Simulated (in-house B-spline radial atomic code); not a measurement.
A fraction x of an electron is removed from 5s in Ba, starting from [Xe] 6s2 and keeping the highest spin. Level of theory: scalar-relativistic (X2C) LDA VWN5, spin-polarised, spherical fractional occupations, Fermi nucleus of rms radius 4.8378 fm; calculated with an all-electron radial atomic-structure program (B-spline basis).

```
   x  E(x) - E(0) (eV)  5s down level (eV)
   0            0.0000             -33.752
0.07            2.3860             -34.420
 0.2            6.9421             -35.679
0.36                 ?                   ?
0.46                 ?                   ?
 0.5           18.0923             -38.675
0.61           22.4084             -39.802
0.65           24.0087             -40.215
0.81           30.5763             -41.885
0.96           36.9779             -43.473
   1           38.7253                   -
```

(1) What belongs in the row x = 0.36?

(2) What belongs in the row x = 0.46?

(3) Check Janak's theorem between x = 0.07 and 0.2.

Answers

(1) An energy change of 12.7769 eV; 5s down at -37.262 eV.

(2) An energy change of 16.5534 eV; 5s down at -38.269 eV.

(3) The slope of the energy is 35.05 eV; the orbital levels give 35.05 eV (-ε of the emptying orbital, averaged over the two points).
